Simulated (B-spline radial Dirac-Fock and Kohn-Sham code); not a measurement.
The computed values come from a radial B-spline solver: Dirac-Fock energy differences between relaxed states, corrected for Breit and QED terms. Correlation and solid-state effects are left out.

Q: An atom or ion in its tabulated ground configuration has these computed binding energies (the last is its least bound level). Which is it?

```csv
level,binding energy (eV)
2p1/2,13704.5
2p3/2,12763.8
3s,5814.9
```

A: Er⁵⁷⁺: Z = 68 with 11 electrons, [Ne] 3s1.

Q: Identify the element and charge state from the binding energies below (tabulated ground configuration; the least bound level is included).

```
level  binding energy (eV)
    K              39150.1
   L1               6495.7
   M1               1587.3
   M2               1427.6
   M4               1069.8
   N2                427.6
 N4,5                305.7
```

A: La¹²⁺: Z = 57 with 45 electrons, [Kr] 4d9. The hydrogen-like estimate √(E/Ry) = 53.6 for the K level lies 3.4 below Z (screening lowers it, relativity raises it); the outermost level, at 305.7 eV, fixes the charge.

Q: Identify the element and charge state from the binding energies below (tabulated ground configuration; the least bound level is included).

| level | binding energy (eV) |
| --- | --- |
| 1s | 60218.0 |
| 2s | 10960.3 |
| 2p3/2 | 9485.9 |
| 4s | 1228.2 |
| 4p1/2 | 1133.9 |
| 4p3/2 | 1077.3 |
| 4d | 917.6 |

A: Tm²⁵⁺: Z = 69 with 44 electrons, [Kr] 4d8. The hydrogen-like estimate √(E/Ry) = 66.5 for the K level lies 2.5 below Z (screening lowers it, relativity raises it); the outermost level, at 917.6 eV, fixes the charge.
